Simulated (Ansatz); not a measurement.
The molecule BeH-, multiplicity 3 (an upper state: multiplicity 1 came lower at CCSD(T)/def2-TZVPP on PBE0 minima).

Seven points along R, fitted to fifth degree in 1/R; most abundant isotopes. Runs in def2 and cc sets follow the lowest solution found near the PBE0 minimum.

Correlated levels freeze the inner cores; with def2 sets outer-core shells near the valence are correlated too.

The values were computed with Ansatz (an electronic-structure program) with Gaussian orbitals. 

### Question
What bond length and harmonic frequency does PBE/def2-TZVPP give?

### Answer
r_e = 1.397 Å, ω_e = 1793 cm⁻¹.

### Question
What bond length and harmonic frequency does CCSD/def2-TZVPP give?

### Answer
r_e = 1.387 Å, ω_e = 1839 cm⁻¹.

### Question
What bond length and harmonic frequency does CCSD(T)/def2-TZVPP give?

### Answer
r_e = 1.388 Å, ω_e = 1831 cm⁻¹.
